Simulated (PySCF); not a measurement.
C2H7Ga, SMILES [GaH]([CH3])[CH3].

The structure is a stationary point at PBE0-D3(BJ)/def2-SVP. The structure was generated by enumeration; whether it is a known compound was not checked.

Level of theory: PBE/def2-TZVPD (PySCF).

Computed frontier levels, gap, dipole moment and polarisability:
```json
{
  "highest_occupied_level": "-6.48 eV",
  "lowest_empty_level": "-1.77 eV",
  "orbital_gap": "4.71 eV",
  "dipole_moment": "0.61 D",
  "quadrupole, principal values (traceless, Buckingham form, about the centre of nuclear charge)": "-3.44, -1.53, 4.97 D·Å",
  "mean_static_polarisability": "60.0 bohr³ (8.89 Å³)",
  "polarisability_principal_values": "46.8, 60.7, 72.6 bohr³"
}
```
